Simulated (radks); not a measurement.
Problem. All-electron atom: a nucleus of charge 9.75 with 9 electrons in [He] 2s2 2p5. Calculated with a radial shooting solver on a logarithmic mesh with Libxc functionals: Dirac Kohn-Sham, PBE, spin-unpolarised, spherical densities, finite nucleus; open shells fill j = l - 1/2 first; Fermi nuclear charge, rms radius 2.8976 fm. Some entries of the table are withheld. Estimate them.

orbital,occ.,eigenvalue (hartree),r(max) (bohr),<r^2> (bohr^2)
1s1/2,2,-29.51747,(1),(2)
2s1/2,2,-1.78221,0.6931,0.9708
2p1/2,2,-0.96828,(3),1.121
2p3/2,3,-0.96452,(4),1.126

Solution. 
(1) 1s1/2 r(max) (bohr): 0.1053
(2) 1s1/2 <r^2> (bohr^2): 0.03548
(3) 2p1/2 r(max) (bohr): 0.6257
(4) 2p3/2 r(max) (bohr): 0.6270
